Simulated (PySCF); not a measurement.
Compound: C₂H₄BBr.
Atom-mapped SMILES: `[BH2:1]/[CH:2]=[CH:3]\[Br:4]` (hydrogens: H5, H6 on B1; H7 on C2; H8 on C3)

Method: PBE0-D3(BJ)/def2-SVP geometry optimisation, gas phase in PySCF 2.14.0; density fitting, grid level 1; the optimiser is geomeTRIC in internal coordinates, started from a GFN2-xTB structure with every atom displaced at random (about 0.01 Å).

Step 0: E = -72838.2514 eV
```
atom  x, y, z in Å  |  force x, y, z in eV/Å
B1     -1.3162    0.1071    0.0273   -0.233   0.795  -0.248
C2      0.0313   -0.5736    0.0451   -0.350  -0.479  -0.008
C3      1.2189    0.0002   -0.0589    1.862   0.778  -0.062
Br4     1.5747    1.8584   -0.2101   -0.187  -0.370   0.004
H5     -2.2855   -0.4642    0.3610   -0.707  -0.518   0.258
H6     -1.4389    1.2412   -0.3474    0.072   0.177  -0.017
H7      0.0827   -1.6507    0.1601    0.052  -0.492   0.091
H8      2.1881   -0.5377   -0.0295   -0.508   0.109  -0.019
```

Q: Estimate the geometry and energy of step 1. (The exact step hangs on the optimiser's Hessian estimate; all steps are aligned on step 0, rigid shifts and turns removed.)

A: E = -72838.3205 eV, largest force 0.309 eV/Å
```
atom  x, y, z in Å  |  force x, y, z in eV/Å
B1     -1.3342    0.1234    0.0232    0.032  -0.093   0.033
C2      0.0423   -0.5746    0.0461    0.033   0.065   0.063
C3      1.2503    0.0188   -0.0422   -0.205  -0.162  -0.165
Br4     1.5668    1.8333   -0.3332    0.041   0.111   0.046
H5     -2.3356   -0.5194    0.2376    0.011  -0.007  -0.033
H6     -1.4258    1.3060   -0.1857    0.014   0.049  -0.014
H7      0.1067   -1.6623    0.1866   -0.014   0.040   0.039
H8      2.1846   -0.5444    0.0151    0.089  -0.004   0.031
```

The energy changes by -0.0691 eV. The first-order estimate −F·Δx gives -0.1484 eV and the mean of the old and new forces, exact on a quadratic surface, -0.0660 eV. The step makes an angle of 78° with the force vector and moves no atom by more than 0.175 Å.

The cost below is that of the whole optimisation. Time: 20 s of wall time; peak memory 0.38 GiB. Hardware: Arm Neoverse V2, one thread, shared host with 32 logical CPUs at a one-minute load of 31.
